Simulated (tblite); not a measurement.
Species: C7H7BF2.
Atom-mapped SMILES: `[CH3:1][C:2]#[C:3][CH2:4][CH:5]=[C:6]=[CH:7][B:8]([F:9])[F:10]` (hydrogens: H11, H12, H13 on C1; H14, H15 on C4; H16 on C5; H17 on C7)

Computed with GFN2-xTB (tblite), gas phase: L-BFGS steps from a force-field or distance-geometry start until the largest atomic force falls under 0.01 eV/Å.

Step 26: E = -795.3174 eV
```
atom  x, y, z in Å  |  force x, y, z in eV/Å
C1      3.9290   -0.3688   -0.5158    0.025   0.012  -0.003
C2      2.6464   -0.0033    0.0445    0.097   0.039  -0.029
C3      1.6147    0.3763    0.5203    0.003  -0.016   0.011
C4      0.3221    0.7572    1.0550    0.042   0.031   0.003
C5     -0.7326   -0.2194    0.6029   -0.029  -0.011   0.032
C6     -1.6955    0.0653   -0.2074   -0.051  -0.016   0.024
C7     -2.7443    0.3606   -0.9335   -0.011   0.009  -0.032
B8     -4.0126    0.9956   -0.3376   -0.029  -0.043   0.024
F9     -4.0449    1.5431    0.8659   -0.044  -0.025   0.036
F10    -5.1572    1.0708   -0.9940   -0.008   0.041  -0.029
H11     4.6645   -0.4881    0.2800   -0.012  -0.035  -0.009
H12     4.2707    0.4164   -1.1906    0.002  -0.018  -0.017
H13     3.8473   -1.3028   -1.0723   -0.006   0.019   0.032
H14     0.0732    1.7694    0.7333   -0.029   0.036  -0.072
H15     0.3551    0.7436    2.1483    0.049  -0.010   0.034
H16    -0.6256   -1.2226    0.9892   -0.041  -0.051   0.045
H17    -2.7173    0.1682   -1.9981    0.043   0.038  -0.050
```

Step 27: E = -795.3190 eV
```
atom  x, y, z in Å  |  force x, y, z in eV/Å
C1      3.9302   -0.3680   -0.5152    0.038  -0.001  -0.020
C2      2.6483    0.0007    0.0446    0.125   0.015  -0.037
C3      1.6168    0.3781    0.5221   -0.001  -0.022  -0.013
C4      0.3241    0.7577    1.0549    0.025   0.020   0.001
C5     -0.7324   -0.2164    0.6042   -0.037  -0.055   0.021
C6     -1.6983    0.0655   -0.2031   -0.071   0.019  -0.022
C7     -2.7457    0.3592   -0.9327   -0.028   0.012  -0.015
B8     -4.0167    0.9947   -0.3375    0.034  -0.049   0.018
F9     -4.0531    1.5366    0.8688   -0.033  -0.036   0.026
F10    -5.1567    1.0797   -0.9986   -0.037   0.035  -0.048
H11     4.6662   -0.4918    0.2797   -0.019  -0.009  -0.014
H12     4.2721    0.4149   -1.1932    0.010  -0.020   0.004
H13     3.8483   -1.3025   -1.0711   -0.023   0.019   0.031
H14     0.0728    1.7675    0.7315   -0.024   0.079  -0.067
H15     0.3600    0.7425    2.1470    0.034   0.005   0.069
H16    -0.6276   -1.2209    0.9868   -0.027  -0.064   0.067
H17    -2.7152    0.1642   -1.9982    0.036   0.050  -0.002
```

Step 28: E = -795.3209 eV
```
atom  x, y, z in Å  |  force x, y, z in eV/Å
C1      3.9327   -0.3674   -0.5150    0.044  -0.013  -0.031
C2      2.6525    0.0054    0.0443    0.103   0.005  -0.023
C3      1.6208    0.3795    0.5241   -0.002  -0.024  -0.045
C4      0.3277    0.7592    1.0553   -0.011   0.004  -0.005
C5     -0.7318   -0.2130    0.6057   -0.048  -0.086   0.005
C6     -1.7020    0.0660   -0.1983   -0.079   0.045  -0.053
C7     -2.7493    0.3559   -0.9315   -0.022   0.011   0.016
B8     -4.0226    0.9921   -0.3371   -0.004  -0.024  -0.027
F9     -4.0660    1.5265    0.8732   -0.022  -0.064  -0.012
F10    -5.1582    1.0949   -1.0081    0.042   0.015  -0.004
H11     4.6683   -0.4961    0.2794   -0.010   0.017  -0.013
H12     4.2743    0.4128   -1.1961    0.028  -0.014   0.017
H13     3.8488   -1.3023   -1.0694   -0.037   0.006   0.019
H14     0.0729    1.7674    0.7293   -0.002   0.084  -0.041
H15     0.3677    0.7407    2.1473    0.011   0.028   0.065
H16    -0.6280   -1.2192    0.9852   -0.019  -0.053   0.074
H17    -2.7148    0.1592   -1.9982    0.027   0.062   0.057
```

Step 29: E = -795.3225 eV
```
atom  x, y, z in Å  |  force x, y, z in eV/Å
C1      3.9351   -0.3656   -0.5150    0.037  -0.021  -0.032
C2      2.6569    0.0122    0.0437    0.054   0.003  -0.001
C3      1.6227    0.3786    0.5243   -0.026  -0.019  -0.065
C4      0.3283    0.7581    1.0542   -0.045  -0.020  -0.018
C5     -0.7356   -0.2146    0.6090   -0.021  -0.082   0.008
C6     -1.7061    0.0668   -0.1943   -0.037   0.042  -0.047
C7     -2.7480    0.3598   -0.9340   -0.024   0.013   0.043
B8     -4.0242    0.9915   -0.3373    0.095  -0.025  -0.003
F9     -4.0708    1.5211    0.8752    0.004  -0.070   0.000
F10    -5.1582    1.0959   -1.0042   -0.064   0.015  -0.083
H11     4.6693   -0.4992    0.2790    0.011   0.035  -0.004
H12     4.2774    0.4107   -1.1990    0.048   0.001   0.018
H13     3.8461   -1.3007   -1.0666   -0.041  -0.021  -0.003
H14     0.0667    1.7628    0.7193    0.035   0.066   0.002
H15     0.3739    0.7421    2.1469   -0.017   0.050   0.031
H16    -0.6373   -1.2214    0.9899   -0.007  -0.035   0.074
H17    -2.7029    0.1635   -2.0010   -0.004   0.070   0.081
```

Task: Estimate the geometry and energy of step 30. (The exact step hangs on the optimiser's Hessian estimate; all steps are aligned on step 29, rigid shifts and turns removed.)

Result: E = -795.3239 eV, largest force 0.100 eV/Å
```
atom  x, y, z in Å  |  force x, y, z in eV/Å
C1      3.9377   -0.3659   -0.5158    0.017  -0.016  -0.019
C2      2.6608    0.0145    0.0435   -0.002   0.016   0.020
C3      1.6252    0.3785    0.5238   -0.036  -0.014  -0.071
C4      0.3300    0.7588    1.0545   -0.049  -0.025  -0.023
C5     -0.7360   -0.2146    0.6094   -0.015  -0.050   0.007
C6     -1.7081    0.0682   -0.1928   -0.004   0.016  -0.009
C7     -2.7512    0.3579   -0.9327    0.000   0.014   0.050
B8     -4.0273    0.9896   -0.3379   -0.010   0.010  -0.034
F9     -4.0789    1.5132    0.8774    0.009  -0.083  -0.019
F10    -5.1601    1.1057   -1.0110    0.038  -0.003  -0.030
H11     4.6706   -0.5002    0.2787    0.029   0.031   0.002
H12     4.2802    0.4093   -1.2000    0.059   0.008   0.006
H13     3.8446   -1.3009   -1.0657   -0.031  -0.034  -0.015
H14     0.0669    1.7643    0.7176    0.055   0.017   0.030
H15     0.3786    0.7421    2.1487   -0.033   0.058  -0.024
H16    -0.6370   -1.2216    0.9917   -0.014  -0.011   0.056
H17    -2.7030    0.1625   -1.9995   -0.011   0.067   0.073
```

The energy changes by -0.0014 eV. The first-order estimate −F·Δx gives -0.0019 eV and the mean of the old and new forces, exact on a quadratic surface, -0.0014 eV. The step makes an angle of 71° with the force vector and moves no atom by more than 0.012 Å.

What follows is the cost of the whole relaxation. Hardware: one thread of an Arm Neoverse N1, shared host with 64 logical CPUs at a one-minute load of 55. Cost: 0.86 s.
